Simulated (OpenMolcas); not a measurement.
W5+ (d1) among equal point charges was computed by CASSCF with the d shell active (OpenMolcas, ANO-RCC-VTZP on the metal). Its lowest spin-free states, and all those of the highest spin:

```tsv
2S+1	Degeneracy	E (cm-1)
2	2	0.0
2	2	9467
2	1	15701
```

Is the site octahedral, tetrahedral or cube-like, axial, or of lower symmetry?

The states with 2S+1 = 2 have orbital degeneracies 2, 2, 1. There are pairs but no triples, so the site is axial: not cubic, but with a proper or improper axis of order three or more. The run had W5+ among 2 point charges of -1 e arranged as a linear pair (D∞h), 1.87 Å from the ion.

This is an electrostatic model: the charges have no orbitals. No measured value stands beside these numbers.
